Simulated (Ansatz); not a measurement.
A run on `[CH3][AlH][SiH2][GaH2]` with other settings.

```yaml
crystal:
  periodic: [false, false, false]
  atoms:
    - {symbol: C, position_ang: [-1.195668, 1.968001, -0.799325]}
    - {symbol: Al, position_ang: [-1.154881, 0.531835, 0.522553]}
    - {symbol: Si, position_ang: [0.953614, -0.555902, 1.135024]}
    - {symbol: Ga, position_ang: [1.459858, -2.298272, -0.433660]}
    - {symbol: H, position_ang: [-0.203318, 2.317988, -1.090760]}
    - {symbol: H, position_ang: [-1.766913, 2.825313, -0.428503]}
    - {symbol: H, position_ang: [-1.709347, 1.624906, -1.705211]}
    - {symbol: H, position_ang: [-2.518100, 0.001139, 1.151859]}
    - {symbol: H, position_ang: [0.886147, -1.120184, 2.515712]}
    - {symbol: H, position_ang: [2.058503, 0.450485, 1.103053]}
    - {symbol: H, position_ang: [2.188682, -1.962750, -1.788431]}
    - {symbol: H, position_ang: [1.001422, -3.782558, -0.182311]}
basis:
  gaussian: {orbitals: def2-mTZVPP}
magnetization: {spin_polarized: true, initial_magnetization: 2}
hamiltonian: {xc: {name: wB97X}}
```

```sh
$ ansatz run in.yaml --threads 4 --pin off --events-out ev --progress --plain --max-ram 10444MiB
```

It prints (some lines left out):

```
Functional definition: wB97X
1344 factors; integrals over basis functions are off by at most 1.2e-3 eV
379 factors; integrals over basis functions are off by at most 5.6e-6 eV
mean field evaluation 1: about -68014.0684 eV, gradient 2.7e1 eV
mean field evaluation 2: about -68015.1795 eV, gradient 2.4e1 eV
mean field evaluation 4: about -68017.3164 eV, gradient 1.7e0 eV
mean field evaluation 8: about -68017.3883 eV, gradient 1.5e-1 eV
mean field evaluation 16: about -68017.3928 eV, gradient 4.0e-2 eV
mean field evaluation 32: about -68017.3936 eV, gradient 7.5e-5 eV
mean field -68017.39357914 eV, -2499.5931101882 hartree, gradient 1.1e-5 eV, S^2 2.007659; 2 other end points of the search recorded, 0 dependent functions left out
reference -68017.39354079 eV, -2499.5931087787 hartree; 37, 35 occupied and 107, 109 virtual orbitals, 1344 factors
Total energy: -68017.39354079 eV, -2499.5931087787 hartree
```

Hardware: 4 threads of an Arm Neoverse V2 on a shared host. Wall time 17 s, peak host memory 0.73 GiB.
